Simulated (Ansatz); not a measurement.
`F[SiH2]C(F)S` + CH₃OH → `CO[SiH2]F` + `FCS`  (ligand exchange at the Si–C bond)

Calculated with Ansatz (gas phase, PBE0-D4/def2-TZVP geometries, no zero-point term in ΔE). CBS: MP2 limit from def2 TZ/QZ plus the TZ coupled-cluster correction, frozen cores. This one scheme is used for every species. DFT in def2-TZVPP. One conformer a species, not always the lowest.

`F[SiH2]C(F)S`:

```xyz
9

F    -0.187   -1.701   -1.325
Si   -0.823   -0.617   -0.341
C     0.563    0.132    0.705
F    -0.036    0.901    1.704
S     1.733    1.066   -0.266
H    -1.438    0.465   -1.144
H    -1.814   -1.300    0.521
H     1.162   -0.641    1.198
H     0.840    1.694   -1.052
```

CH₃OH:

```xyz
6

C     0.221    0.264   -0.090
O    -0.200   -1.067    0.101
H     1.242    0.225   -0.471
H     0.229    0.838    0.845
H    -0.396    0.797   -0.824
H    -1.097   -1.057    0.439
```

`CO[SiH2]F`:

```xyz
9

C     1.174    0.426    0.575
O    -0.214    0.206    0.708
Si   -1.175   -0.419   -0.440
F    -1.369    0.607   -1.650
H     1.367    1.371    0.060
H     1.610    0.475    1.574
H     1.661   -0.384    0.021
H    -2.491   -0.650    0.183
H    -0.562   -1.633   -1.031
```

`FCS`:

Z-matrix (Å, degrees):
```
C
S 1 1.789
F 1 1.375 2 113.1
H 1 1.090 2 110.8 3 121.5
H 1 1.092 2 106.3 3 -118.9
H 2 1.342 1 96.6 3 -76.4
```

```json
{"level": "PBE0-D4", "ΔE (kcal/mol)": "-28.8", "difference from CCSD(T)/CBS": "1.8"}
{"level": "ωB97X-V", "ΔE (kcal/mol)": "-30.5", "difference from CCSD(T)/CBS": "0.1"}
{"level": "r2SCAN", "ΔE (kcal/mol)": "-30.3", "difference from CCSD(T)/CBS": "0.3"}
{"level": "HF/def2-TZVPP", "ΔE (kcal/mol)": "-36.3", "difference from CCSD(T)/CBS": "-5.7"}
{"level": "MP2/def2-TZVPP", "ΔE (kcal/mol)": "-31.7", "difference from CCSD(T)/CBS": "-1.1"}
{"level": "CCSD/def2-TZVPP", "ΔE (kcal/mol)": "-31.9", "difference from CCSD(T)/CBS": "-1.3"}
{"level": "CCSD(T)/def2-TZVPP", "ΔE (kcal/mol)": "-31.1", "difference from CCSD(T)/CBS": "-0.5"}
{"level": "HF/def2-QZVPP", "ΔE (kcal/mol)": "-36.6", "difference from CCSD(T)/CBS": "-6.0"}
{"level": "HF/CBS(def2)", "ΔE (kcal/mol)": "-36.6", "difference from CCSD(T)/CBS": "-6.0"}
{"level": "CCSD/CBS(def2)", "ΔE (kcal/mol)": "-31.4", "difference from CCSD(T)/CBS": "-0.8"}
{"level": "CCSD(T)/CBS", "ΔE (kcal/mol)": "-30.6", "difference from CCSD(T)/CBS": "0"}
```

Largest T1 diagnostic among the species: 0.012.

From PBE to PBE0 (25 % exact exchange), in def2-TZVPP and without D4, ΔE moves by −1.6 kcal/mol. In def2-TZVPP, CCSD(T) changes the Hartree–Fock value by +5.1 kcal/mol (the triples alone add +0.8 kcal/mol) and MP2 by +4.5 kcal/mol. The D4 term adds +1.0 kcal/mol with B3LYP and +0.5 kcal/mol with PBE0; it sums over pairs of atoms, weighted by their polarisabilities, and B3LYP, whose exchange is more repulsive, gets the larger term.

B3LYP here is the variant with VWN-RPA as its local correlation; programs differ in this.
